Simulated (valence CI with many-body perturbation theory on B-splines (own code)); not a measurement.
Au⁶⁵⁺: what the settings do

Calculated by relativistic CI+MBPT: four valence electrons over a frozen Dirac-Fock core [Ne], a basis of 6 s, 6 p, 5 d, 3 f, 1 g functions for each j, with the one-electron correlation potential Σ1 (screened to all orders), the two-electron term Σ2, the three-electron term Σ3, Breit, model QED; selected single and double excitations, second order for the rest, scaled by the run's own slope (own B-spline code, finite nucleus).

No measured spectrum was set against this ion. As an estimate, large intervals hold to a few tenths of a per cent, small ones and those within an open d or f shell to about a per cent.

The reference run has the lowest level (3s^2 3p1/2^2) J=0 and an ionisation energy of 7758.40 eV. Its largest variational space holds 10000 state functions.

Levels are named by their leading jj configuration (3d3/2^4 stands for four electrons in 3d with j = 3/2), which in mixed levels can hold well under half, so a name can repeat and another be missing.

Changed runs:
A. lowest core n in screening and Σ2 1 → 3
B. correlating orbitals by l 3 3 3 2 1 → 4 4 0 0 0
C. lowest core n in screening and Σ2 1 → 2
D. size limit of the variational space 10000 → 100; second order for the rest on → off (bad on purpose)

Excitation energies of the reference run in cm⁻¹, and shifts in cm⁻¹:

| Level | Reference | B | C | D |
| --- | --- | --- | --- | --- |
| (3s^2 3p1/2 3p3/2) J=1 | 3868550 | -518 | +15 | +3403 |
| (3s^2 3p1/2 3p3/2) J=2 | 3949200 | +303 | +9.2 | +5411 |
| (3s 3p1/2^2 3p3/2) J=2 | 5385560 | -477 | +61 | +5430 |
| (3s 3p1/2^2 3p3/2) J=1 | 5620610 | +753 | +88 | +5497 |
| (3s^2 3p1/2 3d3/2) J=2 | 5797630 | +1504 | +31 | +5113 |
| (3s^2 3p1/2 3d3/2) J=1 | 6193600 | +3285 | +51 | +5856 |
| (3s^2 3p1/2 3d5/2) J=2 | 6859620 | +1726 | +32 | +5837 |
| (3s^2 3p1/2 3d5/2) J=3 | 6872420 | +2426 | +32 | +6082 |
| (3s 3p1/2^2 3d3/2) J=1 | 7352640 | +1674 | +69 | +3204 |
| (3s 3p1/2^2 3d3/2) J=2 | 7417990 | +2098 | +70 | +6077 |
| (3s^2 3p3/2^2) J=2 | 7881480 | -87 | +16 | +4840 |
| (3s^2 3p3/2^2) J=0 | 8059410 | +702 | -10 | +578 |
| Ionisation energy (eV) | 7758.40 | -0.30 | +0.0043 | -0.10 |

Run A: It gave no result: the setting left no core shell for the response of the core. The program said: "need at least one array to concatenate".
